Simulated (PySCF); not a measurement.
B(All)(Me)(OH), SMILES C=CCB(C)O (C4H9BO), singlet (GFN2-xTB optimised geometry):

```
15

B      0.021     0.852     0.000
C     -0.799    -0.542     0.033
C     -0.011    -1.645    -0.589
C      0.946    -2.320     0.029
H     -1.771    -0.449    -0.449
H     -0.980    -0.771     1.086
H     -0.201    -1.826    -1.640
H      1.160    -2.170     1.076
H      1.528    -3.076    -0.469
C     -0.747     2.240     0.000
H     -1.226     2.408    -0.963
H     -0.080     3.076     0.183
H     -1.538     2.264     0.746
O      1.353     0.852     0.000
H      1.771    -0.016    -0.012
```

Level of theory: PySCF with CAM-B3LYP/def2-TZVP.

Question: What are the frontier orbital energies and the dipole moment?

Answer: HOMO-2 -11.28 eV, HOMO-1 -10.09 eV, HOMO -8.68 eV, LUMO 1.05 eV, LUMO+1 1.64 eV; dipole moment 1.15 D.

On the same geometry PBE/def2-TZVP run with PySCF gives HOMO-2 -8.26 eV, HOMO-1 -7.27 eV, HOMO -6.18 eV, LUMO -1.03 eV, LUMO+1 -0.23 eV; dipole moment 1.00 D.

Meta-Löwdin charges at CAM-B3LYP/def2-TZVP: B1 0.37, C2 -0.34, C3 -0.07, C4 -0.31, H5 0.12, H6 0.13, H7 0.11, H8 0.11, H9 0.12, C10 -0.47, H11 0.13, H12 0.12, H13 0.12, O14 -0.49, H15 0.35.
